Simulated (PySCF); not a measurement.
Write Cartesian coordinates for `N#[C][GeH2][O][GeH3]` as optimised with PBE0-D3(BJ)/def2-SVP.

```
atom  x, y, z in Å
N1     1.655    2.346   -0.254
C2     1.540    1.197   -0.362
Ge3    1.282   -0.718   -0.517
O4    -0.400   -1.046   -0.134
Ge5   -1.695   -0.014    0.548
H6     1.565   -1.110   -1.969
H7     2.207   -1.384    0.506
H8    -1.937    1.168   -0.406
H9    -1.253    0.477    1.938
H10   -2.916   -0.939    0.635
```

Orientation and origin are arbitrary. Atoms count from 1 in this order. O4 (oxygen bonded to 2 Ge) is bent (angle 131.9°). Ge5 (germanium bonded to O and 3 H) is distorted tetrahedral (angles from 104.4° to 112.0°). The Ge–O distances run from 1.756 Å (Ge3–O4, drawn single) to 1.791 Å (O4–Ge5, drawn single), a spread of 0.035 Å. Ge3 (germanium bonded to C, O and 2 H) is distorted tetrahedral (angles from 107.2° to 114.2°).

Bonds between heavy atoms (Å): N1≡C2 1.160, C2–Ge3 1.938, Ge3–O4 1.756, O4–Ge5 1.791.

Level of theory: PBE0-D3(BJ)/def2-SVP geometry optimisation, gas phase (PySCF 2.14.0).

Point group: near Cs, missed by 0.39 Å at most; the miss may be what the optimiser left on a soft mode. PBE0-D3(BJ)/def2-SVP frequencies: not computed here. The numbers are those of one conformer (C2–Ge3–O4–Ge5 -10°).

Hardware: one thread of an Arm Neoverse V2, no GPU, shared host with 32 logical CPUs at a one-minute load of 28. Cost: 69 s, 0.55 GiB resident at most. This is the geometry optimisation.
